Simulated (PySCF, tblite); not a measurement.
Isomers of C5H3ClO2, one GFN2-xTB conformer each. Single-point energies are computed at PBE0/pcSseg-1 (PySCF, gas phase, no added dispersion term), electronic only.

| SMILES | GFN2-xTB relative energy (kJ/mol) |
| --- | --- |
| O=C1C=C(Cl)C(=O)C1 | 68.2 |
| O=C(Cl)c1ccoc1 | 0.0 |
| O=C(Cl)c1ccco1 | 3.7 |

Conformers: `[O:1]=[C:2]([Cl:3])[c:4]1[cH:5][cH:6][o:7][cH:8]1` with O1–C2–C4–C5 0°; `[O:1]=[C:2]([Cl:3])[c:4]1[cH:5][cH:6][cH:7][o:8]1` with O1–C2–C4–C5 0°.

Q: What does PBE0/pcSseg-1 give for the same structures?

A: 
```tsv
SMILES	PBE0/pcSseg-1 E (Eh)	PBE0/pcSseg-1 (kJ/mol)	GFN2-xTB (kJ/mol)	point group
O=C(Cl)c1ccoc1	-802.37744	0.0	0.0	Cs
O=C(Cl)c1ccco1	-802.37621	3.2	3.7	Cs
O=C1C=C(Cl)C(=O)C1	-802.37341	10.6	68.2	Cs
```

Both levels put the same isomer lowest; measured from each level's own lowest isomer, the values differ by up to 57.6 kJ/mol (O=C1C=C(Cl)C(=O)C1: 68.2 against 10.6). As drawn, the lowest has an aromatic ring, which the highest lacks; the highest has a C=C bond outside aromatic rings, which the lowest lacks. Neighbours under 10 kJ/mol apart (O=C(Cl)c1ccoc1 and O=C(Cl)c1ccco1; O=C(Cl)c1ccco1 and O=C1C=C(Cl)C(=O)C1) can change places with a better method, another conformer or zero-point energy.

Q: Which frontier levels, dipoles and rotational constants go with these structures?

A: 
| SMILES | HOMO (eV, PBE0/pcSseg-1) | LUMO (eV) | dipole (D) | A, B, C (MHz) |
| --- | --- | --- | --- | --- |
| O=C(Cl)c1ccoc1 | -7.65 | -1.89 | 3.45 | 3965, 1210, 927.0 |
| O=C(Cl)c1ccco1 | -7.67 | -2.17 | 4.53 | 3925, 1290, 971.0 |
| O=C1C=C(Cl)C(=O)C1 | -7.84 | -3.08 | 0.89 | 3196, 1303, 930.8 |

Q: What happens when harmonic zero-point energies from GFN2-xTB frequencies are added?

A: 
```csv
SMILES,ZPE (kJ/mol),electronic (kJ/mol),with ZPE (kJ/mol)
O=C(Cl)c1ccoc1,179.6,0.0,0.0
O=C(Cl)c1ccco1,179.6,3.2,3.2
O=C1C=C(Cl)C(=O)C1,175.8,10.6,6.8
```

The zero-point energies span 3.8 kJ/mol. The order is unchanged.
